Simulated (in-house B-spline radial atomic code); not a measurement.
A fraction x of an electron is removed from 4d in Ag³⁺, starting from [Kr] 4d8 and keeping the highest spin. Method: scalar-relativistic (X2C) SCAN, spin-polarised, spherical fractional occupations, Fermi nucleus of rms radius 4.5454 fm. Calculated with an all-electron radial atomic-structure program (B-spline basis).

| x | E(x) - E(0) (eV) | 4d down level (eV) |
| --- | --- | --- |
| 0 | 0.0000 | -42.807 |
| 0.02 | 0.8591 | -43.104 |
| 0.2 | 8.8594 | -45.794 |
| 0.37 | 16.8627 | -48.367 |
| 0.42 | 19.3000 | -49.129 |
| 0.5 | 23.2793 | -50.354 |
| 0.6 | 28.3916 | -51.894 |
| 0.72 | 34.7304 | -53.755 |
| 0.79 | 38.5315 | -54.847 |
| 0.89 | 44.0945 | -56.415 |
| 1 | 50.3954 | -58.150 |

The exact functional would give a straight line between the two integer points. Deviations E(x) - E(0) - x[E(1) - E(0)], in eV: -0.149 at x = 0.02, -1.22 at x = 0.2, -1.784 at x = 0.37, -1.866 at x = 0.42, -1.918 at x = 0.5, -1.846 at x = 0.6, -1.554 at x = 0.72, -1.281 at x = 0.79, -0.757 at x = 0.89.

The curve lies below the straight line by up to 1.918 eV (at x = 0.5): convex, the delocalisation error that favours fractional charges.

How well does Slater's transition state (minus the level at half occupation) give the ionisation energy?

It gives 50.354 eV against 50.395 eV from the two total energies; NIST lists 49.00 eV, ground level to ground level.
